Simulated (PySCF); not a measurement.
Atom-mapped SMILES (the numbers label the heavy atoms): `[CH3:1][Si:2]([CH3:3])([NH2:4])[NH2:5]`. Hydrogens are named by the atom that carries them.

- NMR shieldings at PBE0/pcSseg-1/GIAO
- geometry: GFN2-xTB
- program: PySCF 2.14
- one computed conformer, equivalent nuclei averaged, non-relativistic Hamiltonian, in vacuum

δ = σ(ref) − σ, references computed at the same level: ¹³C and ¹H and ²⁹Si against TMS; ¹⁵N vs NH3.

```json
{"atoms": "H(C1)/H(C3)", "nucleus": "¹H", "count": "6", "δ (ppm)": "-0.06"}
{"atoms": "H(N4)/H(N5)", "nucleus": "¹H", "count": "4", "δ (ppm)": "?"}
{"atoms": "N4/N5", "nucleus": "¹⁵N", "count": "2", "δ (ppm)": "?"}
{"atoms": "Si2", "nucleus": "²⁹Si", "count": "1", "δ (ppm)": "-4.6"}
{"atoms": "C1/C3", "nucleus": "¹³C", "count": "2", "δ (ppm)": "2.7"}
```

Question: Fill in the missing shifts.

Answer: 
- H(N4)/H(N5): 0.16 ppm, hydrogen on a nitrogen bonded to Si; exchangeable, gas-phase position
- N4/N5: 23.4 ppm, nitrogen bonded to Si, 2 H

Exchangeable OH/NH protons stand at their gas-phase positions; hydrogen bonding in a real sample shifts them, mostly to higher δ. Shifts are as computed. Against solution values, carbons near 30 ppm lie about +3 ppm off and those near 130 ppm about +5 ppm. Of 1211 compounds with measured shifts, 218 miss one by over three times the rms of a fit or turn the order of signals round; such compounds aren't used in these exercises. Experimental scales use liquid or dissolved standards, which lie at an offset from isolated NH3 (liquid NH3: subtract about 20 ppm).
